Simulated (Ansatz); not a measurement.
`F[Si](Cl)(Cl)Cl` → 3 Cl• + F• + Si•  (atomization)

Calculated with Ansatz (gas phase, PBE0-D4/def2-TZVP geometries, no zero-point term in ΔE). CCSD(T)/CBS is the MP2 limit (def2-TZVPP, def2-QZVPP) plus CCSD(T) − MP2 in def2-TZVPP, frozen cores. This one scheme is used for every species, atoms too. DFT in def2-TZVPP. Open shells (•) are unrestricted, without spin–orbit coupling. Spin–orbit coupling would lower the free atoms: a little for Cl, F, Si.

| level | ΔE (kcal/mol) |
| --- | --- |
| B97M-V | 439.2 |
| r2SCANh-D4 | 431.9 |

Task: What does CCSD(T)/CBS give? (Best estimate.)

Result: The calculation gave: +433.2 kcal/mol. The listed levels differ from it by 6.0, -1.3 kcal/mol.

Largest T1 diagnostic among the species: 0.012.

The D4 term adds +8.3 kcal/mol with B3LYP and +4.2 kcal/mol with PBE0; it sums over pairs of atoms, weighted by their polarisabilities, and B3LYP, whose exchange is more repulsive, gets the larger term. From BLYP to BHLYP (50 % exact exchange), in def2-TZVPP and without D4, ΔE moves by −7.0 kcal/mol: exact exchange takes away binding that semilocal exchange gives to molecules.

B3LYP here is the variant with VWN-RPA as its local correlation; programs differ in this.

For atomizations the MP2-based limit and the directly extrapolated one differ by several kJ/mol either way, and by 10 to 25 for some Ge, Se and Sn compounds, so smaller differences from it don't rank the levels.
